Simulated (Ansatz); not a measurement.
`O=CCOCO` + `BS` → `BSC=O` + `COCO`  (substitution at a C–C bond)

Calculated with Ansatz (gas phase, PBE0-D4/def2-TZVP geometries, no zero-point term in ΔE). CCSD(T)/CBS adds triple-zeta CCSD(T) − MP2 to the extrapolated MP2 energy (def2 sets, frozen cores). This one scheme is used for every species. Functionals use def2-TZVPP. Each species was taken in one conformer, which may not be the lowest.

```
  species  r2SCAN-D4 energy (Eh)
`O=CCOCO`             -343.53405
     `BS`             -424.82660
  `BSC=O`             -538.14019
   `COCO`             -230.22555
```

Q: Work out ΔE.

A: ΔE = (-538.14019) + (-230.22555) − (-343.53405) − (-424.82660) = -0.00509 Eh = -0.14 eV. CCSD(T)/CBS gives -0.06 eV.

Largest T1 diagnostic among the species: 0.018.

In def2-TZVPP, CCSD(T) changes the Hartree–Fock value by −0.11 eV (the triples alone add −0.04 eV) and MP2 by −0.16 eV. From PBE to PBE0 (25 % exact exchange), in def2-TZVPP and without D4, ΔE moves by +0.08 eV.
